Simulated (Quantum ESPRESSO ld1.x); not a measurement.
Os11+, configuration [Kr] 4d10 4f14 5s2 5p3. Method: Dirac Kohn-Sham, LDA (Slater exchange, Perdew-Zunger correlation), spin-unpolarised, spherical densities, point nucleus; open shells are shared between the two j in proportion to 2j + 1; computed with ld1.x of Quantum ESPRESSO 7.5.

Radial electron density D(r) = 4 pi r^2 rho(r):

r (bohr),D(r) (e/bohr)
0.002614,34.43
0.003019,41.14
0.003459,48.24
0.003963,56.03
0.00454,64.36
0.005244,73.53
0.006008,82.17
0.006883,90.36
0.007885,97.61
0.009107,103.7
0.01043,107.3
0.01195,108.7
0.01369,107.8
0.01569,104.9
0.01812,100.8
0.02076,97.39
0.02378,96.06
0.02725,98.24
0.03147,105.1
0.03605,115.2
0.04131,126.6
0.04732,135.9
0.05465,139.8
0.06262,136.1
0.07174,126.5
0.08219,115.6
0.09492,108.9
0.1087,111.1
0.1246,119.7
0.1427,127.8
0.1648,126.7
0.1889,113.1
0.2164,92.26
0.2479,74.67
0.284,68.36
0.328,73.19
0.3758,79.79
0.4305,79.39
0.4933,69.37
0.5696,52.66
0.6526,37.26
0.7477,25.69
0.8566,17.97
0.9893,12.25
1.133,7.932
1.299,4.473
1.488,2.086
1.718,0.7236
1.968,0.2025
2.255,0.04188
2.584,0.006154
2.984,0.0005291

D(r) has 4 maxima, at r = 0.0120, 0.0547, 0.152, 0.401 bohr, and minima at 0.0236, 0.0980, 0.284 bohr, inside which lie 2.03, 11.07, 30.03 electrons.
